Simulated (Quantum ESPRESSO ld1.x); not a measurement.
Results of a calculation; reference values are marked as such.
Q: Au XLI, 39 electrons, occupied as [Kr] 4d3 (the NIST ground configuration). Level of theory: Dirac Kohn-Sham, PBE, spin-unpolarised, spherical densities, point nucleus; open shells fill j = l - 1/2 first (ld1.x of Quantum ESPRESSO 7.5).

Spin-orbit splittings of the eigenvalues, e(l+1/2) - e(l-1/2), with zeta = 2 splitting/(2l+1) and mean radii in bohr:

| shell | occ. | splitting (eV) | zeta (eV) | <r> j=l-1/2 | <r> j=l+1/2 |
|---|---|---|---|---|---|
| 2p | 6 | 1836 | 1224 | 0.05797 | 0.06650 |
| 3p | 6 | 415.1 | 276.8 | 0.1717 | 0.1867 |
| 3d | 10 | ? | ? | 0.1623 | 0.1669 |
| 4p | 6 | 129.0 | 86.01 | 0.3676 | 0.3904 |
| 4d | 3 | 27.39 | 10.96 | 0.3792 | 0.3856 |

Estimate the 3d splitting.

A: 89.72 eV (zeta = 35.89 eV).
